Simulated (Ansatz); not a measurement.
Reaction (ligand exchange at the Si–C bond): `O[SiH2][SiH2]CCl` + HCl → `O[SiH2][SiH2]Cl` + `CCl`

Program: Ansatz. Geometries: PBE0-D4/def2-TZVP. ΔE: electronic, gas phase. CCSD(T)/CBS adds triple-zeta CCSD(T) − MP2 to the extrapolated MP2 energy (def2 sets, frozen cores). This one scheme is used for every species. DFT in def2-TZVPP. B3LYP here is the variant with VWN-RPA as its local correlation; programs differ in this. One conformer a species, not always the lowest.

Question: Is it downhill or uphill in electronic energy at CCSD(T)/CBS, and by how much? (Best estimate.)

Answer: Computed: Downhill: ΔE = -104.0 kJ/mol.

Question: What do these levels give: B97M-V, B3LYP-D4, BHLYP-D4, ωB97X-V, B2PLYP, revPBE? (Best estimate.)

Answer: Computed: B97M-V -109.2, B3LYP-D4 -106.1, BHLYP-D4 -110.5, ωB97X-V -106.1, B2PLYP -109.0, revPBE -107.8 kJ/mol.

Largest T1 diagnostic among the species: 0.011.

The D4 term adds +5.5 kJ/mol with B3LYP and +3.3 kJ/mol with PBE0; it sums over pairs of atoms, weighted by their polarisabilities, and B3LYP, whose exchange is more repulsive, gets the larger term. From BLYP to BHLYP (50 % exact exchange), in def2-TZVPP and without D4, ΔE moves by −4.8 kJ/mol.
